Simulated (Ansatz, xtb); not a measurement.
**Ranking isomers of H3PSeSi+**

3 gas-phase structures of H3PSeSi+, found in a search over its isomers (lower ones may exist). Each was relaxed with GFN2-xTB:

A. the doublet with the links of `[SiH3][Se+]=[P]`
B. a doublet given by its coordinates
C. a doublet given by its coordinates

B (Å):

```yaml
atoms:
  - { symbol: P, position_ang: [-1.1148, -2.0492, -1.4183] }
  - { symbol: Se, position_ang: [0.6674, -0.8022, -1.9643] }
  - { symbol: Si, position_ang: [-1.4970, 0.1564, -1.9280] }
  - { symbol: H, position_ang: [-1.6082, 1.2880, -1.0163] }
  - { symbol: H, position_ang: [-2.1872, 0.1253, -3.2091] }
  - { symbol: H, position_ang: [-0.7643, -2.3517, -0.0914] }
```

Close contacts (Å): P1–Se2 2.24, P1–Si3 2.30, Se2–Si3 2.37, P1–H6 1.41, Si3–H4 1.46, Si3–H5 1.46.

C (Å):

| atom | x (Å) | y (Å) | z (Å) |
| --- | --- | --- | --- |
| P | 0.0929 | 0.1952 | -2.5316 |
| Se | 1.7341 | -0.9593 | -2.1648 |
| Si | -1.9441 | -0.6347 | -1.4260 |
| H | -1.6570 | -2.0411 | -1.1491 |
| H | -1.9341 | 0.2639 | -0.2738 |
| H | -2.8890 | -0.3507 | -2.5006 |

Close contacts (Å): P1–Se2 2.04, P1–Si3 2.46, Si3–H4 1.46, Si3–H5 1.46, Si3–H6 1.46.

Which do you expect lowest at r2SCAN-D4/def2-SVP, and how would the others follow?

Calculated order at r2SCAN-D4/def2-SVP: B (0.000), C (0.548), A (0.633) eV.

Energies above the lowest of each column, in eV:

```tsv
structure	GFN2-xTB	HF/STO-3G	r2SCAN-D4/def2-SVP
B	0.247	0.632	0.000
C	0.000	0.806	0.548
A	0.150	0.000	0.633
```

r2SCAN-D4/def2-SVP puts B lowest; GFN2-xTB picks C, HF/STO-3G picks A. Some further structures that were screened fall inside this span and aren't listed. Frequencies (B3LYP/6-31G*) were run for B alone. Open shells are spin-unrestricted, some with notable spin contamination.

Programs: Ansatz 0.2.0, xtb 6.7.1 (Pople sets with spherical d functions).
